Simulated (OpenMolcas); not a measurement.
## ZrO2 (zirconia): name the method

ZrO2 has 3 atoms, charge 0, and is taken as a singlet. As SMILES, `[O]=[Zr]=[O]`. The coordinates come from a PBE0-D4/def2-TZVP relaxation.

```xyz
3

O     0.6545    1.2525    0.3884
Zr    0.3485   -0.4817    0.3518
O    -1.0030   -0.7708   -0.7401
```

A calculation with OpenMolcas 26.06 gave:

The total energy is -196.1245 Eh, the dipole moment is 9.47 D and the HOMO energy is -10.40 eV. The LUMO energy is -1.12 eV, the HOMO–LUMO gap is 9.27 eV and the largest force is 1.597 eV/Å.

Task: Which of these levels gave the numbers?
A. HF/def2-QZVP (RICD fitting, core potential)
B. HF/def2-SVP (core potential)
C. HF/def2-TZVPP (core potential)
D. HF/def2-SV(P) (core potential)

Result: B. The others give -196.3330 Eh (HF/def2-TZVPP (core potential)), -196.3424 Eh (HF/def2-QZVP (RICD fitting, core potential)), -196.0887 Eh (HF/def2-SV(P) (core potential)).
